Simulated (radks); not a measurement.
Cr2+, 22 electrons, occupied as [Ar] 3d4. All-electron calculation, non-relativistic Kohn-Sham, r2SCAN, spin-polarised, spherical densities, point nucleus; open shells are filled with parallel spins first; meta-GGA in the generalised Kohn-Sham scheme. Program: a radial shooting solver on a logarithmic mesh with Libxc functionals.

Normalised radial functions P(r) = r R(r), r in bohr:

| r | 2p down | 3d down |
|---|---|---|
| 0.007132 | 0.0197 | 0.0000 |
| 0.01031 | 0.0395 | 0.0001 |
| 0.01489 | 0.0781 | 0.0003 |
| 0.02151 | 0.1509 | 0.0009 |
| 0.03108 | 0.2817 | 0.0024 |
| 0.04491 | 0.5014 | 0.0067 |
| 0.06437 | 0.8263 | 0.0170 |
| 0.093 | 1.2577 | 0.0421 |
| 0.1344 | 1.6884 | 0.0967 |
| 0.1942 | 1.9068 | 0.2017 |
| 0.2805 | 1.6984 | 0.3726 |
| 0.4053 | 1.0935 | 0.5928 |
| 0.5856 | 0.4524 | 0.7974 |
| 0.8461 | 0.1060 | 0.8788 |
| 1.222 | 0.0111 | 0.7748 |
| 1.766 | 0.0004 | 0.5350 |
| 2.532 | 0.0000 | 0.2933 |
| 3.658 | 0.0000 | 0.1133 |

2p down: eigenvalue -584.33 eV, 0 radial nodes, <r> = 0.260 bohr, 90 % of the charge inside 0.426 bohr. 3d down (empty): eigenvalue -19.103 eV, 0 radial nodes, <r> = 1.24 bohr, 90 % of the charge inside 2.13 bohr.
